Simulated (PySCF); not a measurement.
GeH2Me(pyrrolidide), C₅H₁₃GeN.
Structure used (PBE0-D3(BJ)/def2-SVP), in Å, numbered top down from 1:
```xyz
20
C5H13GeN angstrom
Ge     1.1854    1.3389    0.8481
H      1.2102    1.2314    2.3866
H      2.6151    1.3100    0.2691
C      0.2828    2.9903    0.3082
H     -0.7401    3.0220    0.7114
H      0.2282    3.0561   -0.7884
H      0.8323    3.8670    0.6831
N      0.3578   -0.1821    0.2415
C      0.4021   -0.6014   -1.1401
C     -0.1487   -2.0316   -1.0904
C     -1.0902   -2.0361    0.1322
C     -0.9006   -0.6503    0.7783
H      1.4279   -0.5496   -1.5404
H     -0.2382    0.0245   -1.8029
H      0.6769   -2.7427   -0.9411
H     -0.6595   -2.3110   -2.0238
H     -2.1406   -2.2023   -0.1493
H     -0.8131   -2.8351    0.8347
H     -1.7558    0.0069    0.5032
H     -0.8695   -0.6908    1.8796
```

The computed photoelectron lines, unassigned: C 1s: 289.97 (area 1), 290.28 (area 2), 291.01 (area 2) eV; N 1s: 403.62 eV.

Theory: delta-SCF UKS SCAN, pcX-2 on the ionised atom, pcseg-1 elsewhere, spin-free X2C (PySCF 2.14.0). The structure is a single PBE0-D3(BJ)/def2-SVP conformer in the gas phase; no vibrational or solvent corrections.

Question: Order the carbon atoms by C 1s binding energy.

Answer: 289.97 eV: C4 (carbon bonded to Ge and 3 H); 290.28 eV: C10/C11 (carbon bonded to 2 C and 2 H); 291.01 eV: C9/C12 (carbon bonded to C, N and 2 H). The listed C 1s values span 1.04 eV, from C4 (bonded to 3 H and Ge) to C9/C12 (bonded to N, C and 2 H).

Bonded neighbours of each site: C4: 3 H and Ge; N8: 2 C and Ge; C9/C12: N, C and 2 H; C10/C11: 2 C and 2 H.

Question: What is the longest wavelength that can ionise N 1s of N8 vertically?

Answer: λ = hc/E = 12398.42 eV Å / 403.62 eV = 30.718 Å.

Topologically equivalent atoms share the value of their first member; where this conformer doesn't relate them by symmetry, their own values could differ. No level of germanium is listed.
